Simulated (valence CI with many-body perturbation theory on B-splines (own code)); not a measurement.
Re52+: what the settings do

Calculated by valence CI with perturbative core correlation (CI+MBPT): five valence electrons over a frozen Dirac-Fock core [Ar], a basis of 6 s, 6 p, 5 d, 5 f, 1 g functions for each j, with the one-electron correlation potential Σ1, the two-electron term Σ2, the three-electron term Σ3, Breit, model QED; selected CI, second order for the rest, scaled by the run's own slope (own B-spline code, finite nucleus).

No measured spectrum was set against this ion. As an estimate, large intervals hold to a few tenths of a per cent, small ones and those within an open d or f shell to about a per cent. Among the levels kept, up to 420 cm⁻¹ of a level comes from second order outside the variational space, and about a tenth of that is noise between levels of different J, which matters for small intervals. Only levels of the ground parity were solved; by the run's estimate the other parity begins above the list, which can be wrong where configurations are misplaced.

The reference run has the lowest level (3d3/2^4 3d5/2) J=5/2 and an ionisation energy of 4877.50 eV. Its largest variational space holds 10000 state functions.

Levels are named by their leading jj configuration (3d3/2^4 stands for four electrons in 3d with j = 3/2), which in mixed levels can hold well under half, so a name can repeat and another be missing. Letters in brackets count levels of one name in rising energy.

Changed runs:
A. size limit of the variational space 10000 → 6000
B. selection threshold (hartree) 2e-08 → 1e-05; screening of Σ1 on → off
C. lowest core n in screening and Σ2 1 → 1
D. start configuration 3d5 → 3s5 (bad on purpose)

Excitation energies of the reference run in cm⁻¹, and shifts in cm⁻¹:

```
                      Level  Reference       A      B  C
(3d3/2^3 3d5/2^2) J=5/2 [a]     507093     -18   +283  0
(3d3/2^3 3d5/2^2) J=7/2 [a]     602364    +112   +694  0
   (3d3/2^3 3d5/2^2) J=11/2     612541     -82   +347  0
(3d3/2^3 3d5/2^2) J=3/2 [a]     618137     -65   +234  0
    (3d3/2^3 3d5/2^2) J=9/2     658893    +176   +761  0
(3d3/2^3 3d5/2^2) J=5/2 [b]     690196     +65   +552  0
    (3d3/2^3 3d5/2^2) J=1/2     721157    -133   +162  0
(3d3/2^3 3d5/2^2) J=7/2 [b]     726657    +192   +811  0
(3d3/2^3 3d5/2^2) J=3/2 [b]     868461     -72   +312  0
(3d3/2^2 3d5/2^3) J=5/2 [a]    1100720     +17   +690  0
(3d3/2^2 3d5/2^3) J=7/2 [a]    1172370     +95   +856  0
   (3d3/2^2 3d5/2^3) J=11/2    1175240    +101   +953  0
     Ionisation energy (eV)    4877.50  -0.016  -0.13  0
```

No effect on these energies: C.

Run D: It gave no result: a shell was given more electrons than it holds. The program said: "a valence shell holds more than 4l+2 electrons".
